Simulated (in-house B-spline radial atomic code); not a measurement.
A run on Rb (an excited or competing configuration) that did not converge. Method: scalar-relativistic (X2C) B97-1, spin-polarised, spherical fractional occupations, exact exchange averaged over the configuration, Fermi nucleus of rms radius 4.2036 fm; computed with an all-electron radial atomic-structure program (B-spline basis).

Command:
```bash
python run_scf.py task.json out
```
Settings (nuclear radius in fm, mass in u):
```
Z                37
configuration    [Ar] 3d10 4s2 4p5 5s1 6f1
hamiltonian      x2c
method           b97_1
spin_polarised   True
nucleus          fermi
rms_radius       4.2036
atomic_mass      84.91179
speed_of_light   137.035999084
exact_exchange   averaged over the configuration
```

First and last ten iterations of the last attempt (damped for 15 steps, keeping 80 % of the old Fock matrix, then DIIS):
```
 iter        energy (Eh)    residual
    1       -2979.434611    4.05e-01
    2       -2979.866903    1.20e-01
    3       -2980.019881    7.44e-02
    4       -2980.083199    4.59e-02
    5       -2980.109162    2.85e-02
    6       -2980.119804    1.78e-02
    7       -2980.124193    1.27e-02
    8       -2980.126035    9.17e-03
    9       -2980.126826    6.71e-03
   10       -2980.127179    4.95e-03
  111       -2980.127610    3.59e-06
  112       -2980.127610    2.05e-06
  113       -2980.127610    2.15e-06
  114       -2980.127610    2.12e-06
  115       -2980.127610    2.19e-06
  116       -2980.127610    2.04e-06
  117       -2980.127610    2.62e-06
  118       -2980.127610    2.63e-06
  119       -2980.127610    2.07e-06
  120       -2980.127610    2.31e-06
 not converged after 120 iterations
```

The smallest residual met was 2.0e-06; the threshold is about 4e-07. Over the last five steps the energy moves by less than 1e-08 hartree, but the orbitals didn't meet the threshold. Cost of the run: 16 s on 1 thread of Arm Neoverse N1 (shared host).
